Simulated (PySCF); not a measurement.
## Induced dipoles and field energies

C2H11NSi4.
Atom-mapped SMILES: `[N:1]#[C:2][SiH2:3][SiH2:4][SiH2:5][CH2:6][SiH3:7]` (hydrogens: H8, H9 on Si3; H10, H11 on Si4; H12, H13 on Si5; H14, H15 on C6; H16, H17, H18 on Si7)

Structure used (PBE0-D3(BJ)/def2-SVP), in Å, numbered top down from 1:
```xyz
18
C2H11NSi4 angstrom
N      4.344   -0.755    0.760
C      3.921    0.204    0.262
Si     3.137    1.697   -0.527
Si     0.820    1.352   -0.413
Si     0.401   -0.826   -1.195
C     -1.425   -1.096   -1.577
Si    -2.608   -0.612   -0.194
H      3.634    2.888    0.220
H      3.628    1.737   -1.935
H      0.386    1.538    1.006
H      0.155    2.386   -1.268
H      1.238   -1.029   -2.420
H      0.867   -1.779   -0.142
H     -1.575   -2.160   -1.826
H     -1.686   -0.516   -2.479
H     -2.280   -1.360    1.058
H     -4.024   -0.901   -0.574
H     -2.478    0.852    0.086
```

Level: wB97X-D/def2-SVPD (PySCF); nuclei fixed, core orbitals frozen in the response. Permanent dipole (-2.707, 1.989, -2.243) D (1 au = 2.5417 D). Static polarisability (au):

```
x   167.72   9.44   3.60
y     9.44 138.93   0.26
z     3.60   0.26 119.32
```

Only the terms in μ and α are kept: μ(F) = μ + αF and ΔE = −μ·F − ½ F·αF.

A field of 0.01 au (0.514 V/Å) is applied along each axis in both senses. Find the induced dipole, the size of the total dipole and the two energy terms.

| field along | induced x (D) | induced y (D) | induced z (D) | total size (D) | −μ·F (kJ/mol) | −½F·αF (kJ/mol) |
| --- | --- | --- | --- | --- | --- | --- |
| +x | 4.263 | 0.240 | 0.092 | 3.467 | +27.962 | -22.017 |
| −x | -4.263 | -0.240 | -0.092 | 7.556 | -27.962 | -22.017 |
| +y | 0.240 | 3.531 | 0.007 | 6.447 | -20.545 | -18.238 |
| −y | -0.240 | -3.531 | -0.007 | 4.015 | +20.545 | -18.238 |
| +z | 0.092 | 0.007 | 3.033 | 3.383 | +23.169 | -15.664 |
| −z | -0.092 | -0.007 | -3.033 | 6.293 | -23.169 | -15.664 |

For the field (0.0070, -0.0080, 0.0090) au, what is the induced dipole, and what angle does it make with the field?

αF = (2.875, -2.651, 2.788) D, at 6.8° to the field. The polarisability along this direction, F·αF/F², is 134.71 au, against a mean of 141.99 au.

At what field along the permanent dipole would the induced dipole along it equal the permanent one, in this linear picture?

The polarisability along the dipole is 142.12 au, so F = 1.5891 au / 142.12 au = 0.0112 au = 0.57 V/Å; higher-order terms are ignored.

What field makes μF equal to kT at 298 K?

kT = 0.9437 × 10⁻³ Eh, so F = 0.000594 au = 3.05 MV/cm.

A unit point charge sits 6 Å away. Estimate the induction energy −αe²/2R⁴ with the mean polarisability, treating the molecule as a point.

R = 11.34 bohr, so the energy is −142.0/(2 × 11.34⁴) Eh = -11.3 kJ/mol. The charge–dipole term at its most favourable orientation, −μe/R², is -32.5 kJ/mol.

The structure is a single PBE0-D3(BJ)/def2-SVP conformer in the gas phase; no vibrational or solvent corrections.

The run behind these numbers computed excited states as well. Cost: about 90 s of CPU time on one thread; the machine was shared, so the figure is rough.

The pairwise dispersion term of wB97X-D wasn't added to the energies; at a given geometry it leaves orbitals and properties as they are.
